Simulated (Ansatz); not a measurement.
Reactions of `FC[NH][SnH3]`.

Gas-phase electronic energies from Ansatz, PBE0-D4/def2-TZVP geometries. CCSD(T)/CBS adds triple-zeta CCSD(T) − MP2 to the extrapolated MP2 energy (def2 sets, frozen cores). This one scheme is used for every species. def2 core potentials past Kr. For Sn outer-core shells are correlated without core-valence functions, which leaves a few kJ/mol of doubt a bond. Each species was taken in one conformer, which may not be the lowest.

**Question.** Order these by ΔE at CCSD(T)/CBS, lowest first. (Estimate.)
A. `FC[NH][SnH3]` + `N=CS` → `N=C[S][SnH3]` + `NCF`
B. `FC[NH][SnH3]` + `NCS` → `NCSCF` + `[NH2][SnH3]`
C. `FC[NH][SnH3]` + H₂ → fluoromethane + `[NH2][SnH3]`
D. `FC[NH][SnH3]` + `N[SiH3]` → `[SiH3][NH][SnH3]` + `NCF`
E. `FC[NH][SnH3]` + `C=C(O)O` → `OC(O)=[CH][SnH3]` + `NCF`

**Answer.** A (-15.5 kcal/mol), C (-10.8 kcal/mol), D (-3.1 kcal/mol), E (-1.0 kcal/mol), B (+1.6 kcal/mol).

Largest T1 diagnostic: 0.015, for `N=C[S][SnH3]`.
